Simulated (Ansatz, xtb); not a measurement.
Species: sum formula SiBrCl, net charge 0, singlet state. 
Geometry from a B3LYP-D3(BJ)/def2-TZVP (Ansatz, an electronic-structure program) optimisation:
```
Si
Cl 1 2.0913
Br 1 2.2726 2 101.99
```
Charge 0, spin multiplicity 1.

Harmonic wavenumbers from GFN2-xTB (xtb, at its own minimum), cm⁻¹: 151, 367, 454.

**Question.** Give the harmonic wavenumbers at B3LYP-D3(BJ)/def2-TZVP (Ansatz, finite differences of forces, unscaled).

**Answer.** 157, 391, 497 cm⁻¹. Zero-point energy 1.5 kcal/mol.

**Question.** From these and the geometry, give the ideal-gas thermochemistry at 298.15 K and 1 atm (rigid rotor, harmonic oscillator).

**Answer.** Point group Cs, rotational symmetry number 1. Rotational constants 12.58, 1.694, 1.493 GHz. S(trans) 40.79, S(rot) 26.72, S(vib) 4.25, S(elec, spin only) 0.00, S 71.8 cal/(mol K). H(298) - H(0) 3.11 kcal/mol; G - E(el) -16.8 kcal/mol.
